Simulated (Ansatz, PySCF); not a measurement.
Pair of molecules: HCl (SMILES Cl) (first 2 atoms) with C2H2 (SMILES C#C); geometry from B3LYP-D3(BJ)/def2-TZVP, rigid monomers moved along the line of their centres of mass till H2···C4 is 2.74 Å.
(charge 0, multiplicity 1):
```xyz
6

Cl    -0.1177     0.5380    -0.4665
H     -0.1237     0.3436     0.8106
C     -0.5531    -0.4734     3.3888
C      0.2932     0.3647     3.5159
H     -1.3044    -1.2182     3.2804
H      1.0445     1.1082     3.6327
```

Interaction energies are E(AB) − E(A) − E(B) at the monomers' geometry in the complex; basis-set methods are counterpoise corrected.

Correlated levels freeze the cores.

Run with Ansatz (an electronic-structure program); PySCF for the dispersion terms. Values without a source in brackets are computed.

Problem. Estimate the interaction energy that B3LYP-D4/def2-TZVPPD returns for this input.

Solution. -118 meV

Problem. Estimate the interaction energy that PBE0-D4/def2-TZVPPD returns for this input.

Solution. -127 meV

Problem. Estimate the interaction energy that SCS-MP2/aug-cc-pV(D+d)Z returns for this input.

Solution. -90 meV
